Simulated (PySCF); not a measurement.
# Electron affinity of Pd by level of theory

Pd⁻ [Kr] 4d10 5s1 (2S) → Pd [Kr] 4d10 (1S), as a difference of total energies. All numbers are calculated (PySCF 2.14, a scalar-relativistic core potential, in def2-TZVPPD with the def2 core potential (28 electrons)). Correlated levels: valence: 4s2 4p6 frozen. The calculations carry no spin-orbit coupling.

Question: Order these methods by the electron affinity they give, lowest first.
A. UHF
B. MP2 (valence)
C. CCSD(T) (valence)
D. SCS-MP2 (valence)

Answer: A (-0.761 eV), D (-0.183 eV), B (-0.075 eV), C (-0.039 eV).

Errors of the correlated levels include the incompleteness of this basis and the frozen core.

A negative affinity means that the anion lies above the atom at that level of theory.

For comparison: 0.562 eV (measured; photodetachment measurements, as compiled on the Wikipedia data page of electron affinities).
